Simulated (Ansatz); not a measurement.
Computed with Ansatz on PBE0-D4/def2-TZVP structures; ΔE is electronic, products minus reactants. CBS: MP2 limit from def2 TZ/QZ plus the TZ coupled-cluster correction, frozen cores. Functionals use def2-TZVPP. For Ga outer-core shells are correlated without core-valence functions, which leaves a few kJ/mol of doubt a bond. Scalar relativity is left out up to krypton. Each species was taken in one conformer, which may not be the lowest.

Reaction (redistribution): `CB(N)[SiH2]C#N` + `[F][GaH][Cl]` → `CB(N)[SiH2]Cl` + `N#[C][GaH][F]`

Q: Is it downhill or uphill in electronic energy at CCSD(T)/CBS, and by how much? (An estimate is asked.)

A: The calculation gave: Uphill: ΔE = +32.1 kJ/mol.

Q: What do these levels give: PBE-D4, PBE0-D4, ωB97X-V, B2PLYP, PBE0, MP2/def2-TZVPP, SCS-MP2/def2-TZVPP, CCSD/def2-TZVPP, CCSD(T)/def2-TZVPP, SCS-MP2/def2-QZVPP, HF/CBS(def2), CCSD/CBS(def2)? (Best estimate.)

A: Computed: PBE-D4 37.3, PBE0-D4 36.5, ωB97X-V 33.5, B2PLYP 35.2, PBE0 37.0, MP2/def2-TZVPP 30.6, SCS-MP2/def2-TZVPP 30.4, CCSD/def2-TZVPP 31.5, CCSD(T)/def2-TZVPP 31.7, SCS-MP2/def2-QZVPP 30.6, HF/CBS(def2) 36.1, CCSD/CBS(def2) 31.8 kJ/mol.

Largest T1 diagnostic among the species: 0.015.

In def2-TZVPP, CCSD(T) changes the Hartree–Fock value by −4.6 kJ/mol (the triples alone add +0.3 kJ/mol) and MP2 by −5.8 kJ/mol.
